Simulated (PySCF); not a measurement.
CH₂NO, SMILES N=C=[OH+], charge +1.

Geometry optimised at B3LYP-D3(BJ)/def2-TZVP. The isomer is the one that the SMILES or the coordinates give; other isomers of the formula were not compared.

Level of theory: TDA-LC-ωPBE/def2-SVPD run with PySCF.

Vertical excitations. Isolated molecule, no solvent. State labels are in the subgroup Cs.

Computed excitation energies, oscillator strengths and character:
```csv
state,symmetry,energy (eV),λ (nm),f,main pairs
S1,A",7.76,160,0.000,HOMO→LUMO 96 %
S2,A',8.72,142,0.000,"HOMO−1→LUMO 50 %, HOMO→LUMO+2 48 %"
S3,A",9.29,133,0.000,HOMO−1→LUMO+2 96 %
S4,A",10.05,123,0.000,HOMO→LUMO+1 91 %
S5,A',10.89,114,0.003,HOMO−1→LUMO+1 90 %
S6,A",11.97,104,0.000,HOMO−2→LUMO 85 %
S7,A",12.45,100,0.023,HOMO→LUMO+3 77 %
S8,A',12.86,96,0.419,"HOMO−3→LUMO 36 %, HOMO−1→LUMO+3 22 %, HOMO−1→LUMO 14 %, HOMO→LUMO+2 8 %"
S9,A',12.93,96,0.505,"HOMO−2→LUMO+2 38 %, HOMO−3→LUMO 19 %, HOMO→LUMO+2 17 %, HOMO−1→LUMO 10 %"
S10,A",13.07,95,0.034,HOMO→LUMO+4 83 %
T1,A',7.01,177,0,"HOMO−1→LUMO 68 %, HOMO→LUMO+2 23 %"
T2,A",7.18,173,0,HOMO→LUMO 90 %
T3,A',7.62,163,0,"HOMO→LUMO+2 72 %, HOMO−1→LUMO 24 %"
T4,A",8.75,142,0,HOMO−1→LUMO+2 90 %
```
Triplets are in the Tamm–Dancoff approximation.
